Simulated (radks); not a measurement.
Excited configurations of Sr IV: one electron is placed in a higher orbital outside [Ar] 3d10 4s2 4p4. The ground configuration is [Ar] 3d10 4s2 4p5. Calculated with a radial shooting solver on a logarithmic mesh with Libxc functionals: scalar-relativistic Kohn-Sham, BLYP, spin-polarised, spherical densities, finite nucleus; open shells are filled with parallel spins first (spin-orbit coupling, left out, can overturn this in heavy ions); Fermi nuclear charge, rms radius 4.224 fm. Excitation = E - E(ground); binding = E(ion) - E, where the ion is the core of charge +4; n* = 4/sqrt(2 binding) in atomic units, and the quantum defect is n - n*.

\begin{tabular}{lrrrr}
outer orbital & excitation (eV) & binding (eV) & n* & quantum defect \\ \hline
4f & 41.084 & 15.157 & 3.790 & 0.210 \\
5p & 33.047 & 23.194 & 3.064 & 1.936 \\
5d & 40.169 & 16.072 & 3.680 & 1.320 \\
6p & 42.803 & 13.438 & 4.025 & 1.975 \\
6f & 49.137 & 7.104 & 5.536 & 0.464 \\
7s & 46.383 & 9.858 & 4.699 & 2.301 \\
7d & 49.163 & 7.078 & 5.546 & 1.454 \\
7f & 50.994 & 5.247 & 6.441 & 0.559 \\
\end{tabular}

The Delta-SCF ionisation energy is 56.241 eV (NIST Atomic Spectra Database: 56.280 eV, semi-empirical). Self-interaction in the functional shifts the binding energies and quantum defects, so they are the method's values and not measured ones. Open shells are spherical and high-spin; term and fine-structure splittings are not resolved.
